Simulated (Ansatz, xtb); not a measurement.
## C4H9FSi: which of two isomers lies lower

We compare X, `FC1([SiH3])CCC1`, a singlet, with Y, `F[C@@H]1CC[C@@H]1[SiH3]`, a singlet. Both are isolated molecules in the gas phase, relaxed with PBE-D3(BJ)/def2-SVP.

Energies in hartree; the thermal terms are from GFN2-xTB frequencies at re-optimised GFN2-xTB minima (ideal gas, soft modes damped towards free rotors, one conformer each, 298.15 K, 1 atm) and include the zero-point energy:

|  | X | Y |
| --- | --- | --- |
| E, CCSD(T)/def2-SVP | −545.691131 | −545.697988 |
| E, MP2/def2-SVP | −545.596782 | −545.604085 |
| E, MP2/def2-TZVPP | −546.203783 | −546.210219 |
| zero-point energy | 0.115001 | 0.115483 |
| H(298 K) − E | 0.123426 | 0.123722 |
| G(298 K) − E | 0.083547 | 0.084053 |

Q: Correct the CCSD(T) difference for the basis set by the MP2 change, then work out ΔE, ΔE₀, ΔH and ΔG for X → Y in kcal/mol (1 Eh = 627.51 kcal/mol) and the equilibrium ratio [Y]/[X].

A: 1. Differences Y − X: CCSD(T) −0.006857, MP2 in the small set −0.007303, MP2 in the large set −0.006436 Eh.
2. ΔE = −0.006857 + (−0.006436 − (−0.007303)) = −0.005990 Eh = −3.76 kcal/mol.
3. ΔE₀ = ΔE + ΔZPE = −0.005990 + (+0.000482) Eh = −3.46 kcal/mol.
4. ΔH = ΔE + (+0.000296) Eh = −3.57 kcal/mol.
5. ΔG = ΔE + (+0.000506) Eh = −3.44 kcal/mol, so ΔS = (ΔH − ΔG)/T = −1.8 J/(mol K).
6. kT = 0.9442 mEh, so K = [Y]/[X] = exp(−ΔG/kT) = exp(+5.81) ≈ 330.

Structure Y is favoured at this temperature. An error of 1 kcal/mol in ΔG would change K by a factor of 5.4. Mirror images and further conformers aren't counted.

As drawn, both hold the same kinds of bond in the same numbers.

Other levels gave ΔE = −1.7 (GFN2-xTB); −2.1 (HF/STO-3G, GFN2-xTB geometries); −4.5 (r2SCAN-D4/def2-SVP, GFN2-xTB geometries); −3.8 (PBE-D3(BJ)/def2-SVP); −5.2 (HF/def2-SVP); −4.6 (MP2/def2-SVP); −4.3 (CCSD(T)/def2-SVP) kcal/mol. The correlated steps freeze 10 core orbitals. Programs: Ansatz 0.2.0, xtb 6.7.1.
